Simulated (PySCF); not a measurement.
**Be: excitation energy**

Be [He] 2s2 (1S) → Be [He] 2s1 3s1 (3S), as a difference of total energies. Calculation: PySCF 2.14, in aug-cc-pVTZ; no relativity, point nucleus. Correlated levels: valence: 1s2 frozen. The calculations carry no spin-orbit coupling.

```csv
method,excitation energy (eV),error (eV)
UHF,5.331,-1.126
LDA,6.068,-0.389
PBE,6.019,-0.438
PBE0,6.023,-0.434
r2SCAN,5.961,-0.496
B3LYP,6.203,-0.254
BHandHLYP,6.192,-0.265
MN15,6.216,-0.241
M06-2X,6.196,-0.261
MP2 (valence),6.051,-0.406
SCS-MP2 (valence),6.240,-0.217
```

Reference: 6.457 eV (measured; NIST levels).

Errors of the correlated levels include the incompleteness of this basis and the frozen core.
